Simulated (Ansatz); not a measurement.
Computed with Ansatz on PBE0-D4/def2-TZVP structures; ΔE is electronic, products minus reactants. CCSD(T)/CBS adds triple-zeta CCSD(T) − MP2 to the extrapolated MP2 energy (def2 sets, frozen cores). DFT in def2-TZVPP. B3LYP here is the variant with VWN-RPA as its local correlation; programs differ in this. For Ge outer-core shells are correlated without core-valence functions, which leaves a few kJ/mol of doubt a bond. Scalar relativity is left out up to krypton. One conformer a species, not always the lowest.

`N[SiH](F)CCl` + `O=C[CH2][GeH3]` → `N[SiH](C=O)CCl` + `F[CH2][GeH3]`  (redistribution)

```csv
level,ΔE (kJ/mol),difference from CCSD(T)/CBS
PBE-D4,257.1,-20.3
r2SCAN-D4,274.2,-3.2
PBE0-D4,267.6,-9.8
B3LYP-D4,266.1,-11.3
ωB97X-V,267.0,-10.4
ωB97M-V,270.1,-7.3
B2PLYP,275.0,-2.4
PBE,257.9,-19.5
r2SCAN,274.6,-2.8
PBE0,268.4,-9.0
B3LYP,267.2,-10.2
HF/def2-TZVPP,282.6,5.2
MP2/def2-TZVPP,288.8,11.4
SCS-MP2/def2-TZVPP,280.9,3.5
CCSD/def2-TZVPP,276.3,-1.1
CCSD(T)/def2-TZVPP,274.3,-3.1
HF/def2-QZVPP,284.5,7.1
MP2/def2-QZVPP,291.2,13.8
SCS-MP2/def2-QZVPP,283.4,6.0
HF/CBS(def2),284.8,7.4
MP2/CBS(def2),291.9,14.5
CCSD/CBS(def2),279.4,2.0
CCSD(T)/CBS,277.4,0
```

Largest T1 diagnostic among the species: 0.013.

From PBE to PBE0 (25 % exact exchange), in def2-TZVPP and without D4, ΔE moves by +10.5 kJ/mol.
